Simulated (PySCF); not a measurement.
## C₆ coefficients of unlike pairs at PBE0

Calculated with PySCF 2.14 from the dipole response of each species, C₆(A,B) = (3/π) ∫ α_A(iu) α_B(iu) du, in atomic units, from isotropic polarisabilities. For ions this is the dispersion term alone; charge-induced terms of lower order in 1/R come first.

```
species      configuration                                                                 basis      relativity  α (bohr³)  C₆ (like pair)
    La⁺      [Xe] 5d2 (3F)  def2-QZVPPD with the def2 core potential (46 electrons) (7s5p4d3f2g)  core potential      49.33           417.7
     Mn  [Ar] 3d5 4s2 (6S)                                               dyall-av2z (16s12p7d2f)            none      79.13           761.2
      S  [Ne] 3s2 3p4 (3P)                                                def2-TZVPPD (6s6p4d1f)            none      19.98           136.8
   Cr³⁺      [Ar] 3d3 (4F)                                           aug-cc-pVTZ-DK (8s7p5d3f2g)   spin-free X2C      2.121           5.328
```

(1) Estimate C₆ for S with Mn.

No spin-orbit coupling is included.

The other pairs:

```csv
pair,C₆
"Cr³⁺, S",22.71
"Cr³⁺, Mn",40.99
"S, La⁺",233.9
"Mn, La⁺",546.6
"Cr³⁺, La⁺",37.18
```

Answers

(1) The integral gives 292.1. The combination rule 2 C_A C_B / (C_A α_B/α_A + C_B α_A/α_B) gives 283.8 and the geometric mean 322.7.
